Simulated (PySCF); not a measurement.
# Dipole response of Dy⁴²⁺ (dysprosium, charge +42)

[Ar] 3d6, high-spin 5D determinant. Calculation: PySCF 2.14, in an uncontracted even-tempered set (18 s from 8.4 bohr⁻², ratio 2.5; 12 p from 11 bohr⁻², ratio 2.5; 7 d from 11 bohr⁻², ratio 2.5; 4 f from 43 bohr⁻², ratio 2.7; 3 g from 64 bohr⁻², ratio 2.7); scalar relativity by spin-free X2C-1e. Coupled (time-dependent) response in atomic units; α is the mean over directions.

| method | mean α (bohr³) | α xx, yy, zz | C₆ (like pair) | S(−4) |
| --- | --- | --- | --- | --- |
| UHF | 0.004264 | 0.004003, 0.004003, 0.004787 | 0.0004501 | 1.265e-05 |
| PBE0 | 0.004265 | 0.004008, 0.004008, 0.004779 | 0.0004507 | 1.270e-05 |

S(−4) is the Cauchy moment in α(ω) = α(0) + S(−4) ω² + …

Spin-orbit coupling is absent.

α(iu) at PBE0:

| u (hartree) | α(iu) (bohr³) |
| --- | --- |
| 0 | 0.004265 |
| 3.00 | 0.004156 |
| 6.00 | 0.003877 |
| 12.0 | 0.003194 |
| 18.0 | 0.002662 |
| 24.0 | 0.002305 |
| 30.0 | 0.002056 |
| 45.0 | 0.001649 |
| 60.0 | 0.001368 |
| 90.0 | 0.0009719 |
| 150 | 0.0005355 |

For an ion, C₆ is the dispersion term alone; charge-induced terms of lower order in 1/R come first.

The components differ because the open shell of this determinant is not spherical; for a pure term their mean is the scalar polarisability.

Spin-orbit coupling is strong in this species (close to jj coupling), so the high-spin LS determinant is a model state, not a physical level.
